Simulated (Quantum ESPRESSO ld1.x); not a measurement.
Ce36+, 22 electrons, occupied as [Ar] 3d4. All-electron calculation, Dirac Kohn-Sham, relativistic LDA (MacDonald-Vosko exchange, VWN5 correlation), spin-unpolarised, spherical densities, point nucleus; open shells are shared between the two j in proportion to 2j + 1. Program: ld1.x of Quantum ESPRESSO 7.5.

Unscreened Slater integrals over Kohn-Sham orbitals (cm^-1). Large and small components are both included. Empty in this configuration: 4p1/2, 4p3/2, 4s1/2.

| integral | value |
|---|---|
| F0(4p3/2,4p3/2) | 378370 |
| F2(4p3/2,4p3/2) | 195470 |
| F0(4p3/2,4p1/2) | 383420 |
| G2(4p3/2,4p1/2) | 196600 |
| F0(4p3/2,4s1/2) | 381120 |
| G1(4p3/2,4s1/2) | 255670 |
| F0(4p3/2,3d5/2) | 478480 |
| F2(4p3/2,3d5/2) | 141730 |
| G1(4p3/2,3d5/2) | 45731 |
| G3(4p3/2,3d5/2) | 46630 |
| F0(4p3/2,3d3/2) | 479770 |
| F2(4p3/2,3d3/2) | 140530 |
| G1(4p3/2,3d3/2) | 45688 |
| G3(4p3/2,3d3/2) | 46227 |
| F0(4p1/2,4p1/2) | 388810 |
| F0(4p1/2,4s1/2) | 386310 |
| G1(4p1/2,4s1/2) | 257240 |
| F0(4p1/2,3d5/2) | 489080 |
| G3(4p1/2,3d5/2) | 48413 |
| F0(4p1/2,3d3/2) | 490430 |
| G1(4p1/2,3d3/2) | 47601 |
| F0(4s1/2,4s1/2) | 384190 |
| F0(4s1/2,3d5/2) | 482080 |
| G2(4s1/2,3d5/2) | 45842 |
| F0(4s1/2,3d3/2) | 483300 |
| G2(4s1/2,3d3/2) | 45590 |
| F0(3d5/2,3d5/2) | 858470 |
| F2(3d5/2,3d5/2) | 442010 |
| F4(3d5/2,3d5/2) | 285480 |
| F0(3d5/2,3d3/2) | 864240 |
| F2(3d5/2,3d3/2) | 443850 |
| G2(3d5/2,3d3/2) | 439120 |
| G4(3d5/2,3d3/2) | 283530 |
| F0(3d3/2,3d3/2) | 870170 |
| F2(3d3/2,3d3/2) | 445890 |
